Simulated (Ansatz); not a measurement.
`S=C=CBBr` → B• + Br• + 2 C• + 2 H• + S•  (atomization)

Calculated with Ansatz (gas phase, PBE0-D4/def2-TZVP geometries, no zero-point term in ΔE). CBS: MP2 limit from def2 TZ/QZ plus the TZ coupled-cluster correction, frozen cores. This one scheme is used for every species, atoms too. DFT in def2-TZVPP. Open shells (•) are unrestricted, without spin–orbit coupling. Spin–orbit coupling would lower the free atoms: a little for B, C, S; clearly for Br. Bonds to Br are less sure, by a few kJ/mol each and by 10 to 20 or more in all where they break to atoms, as the def2 sets lack core-valence functions. Scalar relativity is left out up to krypton. Each species was taken in one conformer, which may not be the lowest.

```
        level  ΔE (eV)
      ωB97M-V    29.04
CCSD/def2-SVP    26.83
```

Q: What does CCSD(T)/CBS give? (An estimate is asked.)

A: The calculation gave: +28.78 eV. The listed levels differ from it by 0.26, -1.95 eV.

Largest T1 diagnostic among the species: 0.015.

From PBE to PBE0 (25 % exact exchange), in def2-TZVPP and without D4, ΔE moves by −0.84 eV: exact exchange takes away binding that semilocal exchange gives to molecules. The D4 term adds +0.30 eV with B3LYP and +0.16 eV with PBE0; it sums over pairs of atoms, weighted by their polarisabilities, and B3LYP, whose exchange is more repulsive, gets the larger term. In def2-TZVPP, CCSD(T) changes the Hartree–Fock value by +7.25 eV (the triples alone add +0.77 eV) and MP2 by +8.41 eV; breaking electron pairs costs correlation energy, which Hartree–Fock lacks.

B3LYP here is the variant with VWN-RPA as its local correlation; programs differ in this.

For atomizations the MP2-based limit and the directly extrapolated one differ by several kJ/mol either way, and by 10 to 25 for some Ge, Se and Sn compounds, so smaller differences from it don't rank the levels.
